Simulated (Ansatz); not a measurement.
The cluster Pd₄S₃, relaxed as a singlet with RKS r2SCAN-D4/def2-SVP in Ansatz, starting from the GFN1-xTB geometry. Force threshold 0.02 eV/Å.

In the def2 sets Pd takes a core potential; there is no spin–orbit coupling. The restricted singlet is unstable towards broken spin symmetry in Hartree–Fock (as tested in another run); at r2SCAN-D4/def2-SVP this wasn't settled. The relaxation made no stability test and no search for a lower SCF solution. No other spin state of charge 0 was run. Another isomer (singlet) lies 1.10 eV lower at PBE0-D4/def2-TZVP; other spin states weren't run for this one.

Start:

```xyz
7

Pd    0.734    0.992   -1.069
Pd    0.425   -0.791    1.274
Pd   -0.093   -1.678   -1.301
Pd    0.106    1.834    1.444
S     1.895   -0.932   -0.483
S    -1.586   -0.763    0.174
S    -1.482    1.339   -0.039
```

Estimate the energy that the relaxation releases and the steps that it takes.

0.13 eV, in 9 steps; 30 s on 4 threads of Intel Xeon 6975P-C on a shared host. No frequencies were taken in this run, so the end may be a saddle point.

Does the start keep its bonding?

By distances, no bond broke or formed. The bond that changes most is S6–S7, from 2.12 to 2.36 Å (atoms count from 1).

Predict the relaxed structure.


| atom | x (Å) | y (Å) | z (Å) |
| --- | --- | --- | --- |
| Pd1 | 0.6001 | 0.8833 | -0.9886 |
| Pd2 | 0.4234 | -0.8039 | 1.2785 |
| Pd3 | -0.0739 | -1.7004 | -1.3212 |
| Pd4 | 0.0855 | 1.8698 | 1.4726 |
| S5 | 1.9677 | -0.9363 | -0.5273 |
| S6 | -1.5491 | -0.8301 | 0.1586 |
| S7 | -1.4536 | 1.5176 | -0.0727 |
Bond lengths (bridged metal pairs left out): 7 × Pd–S 2.21 to 2.38 Å; 1 × S–S 2.36 Å; 1 × Pd–Pd 2.70 Å.
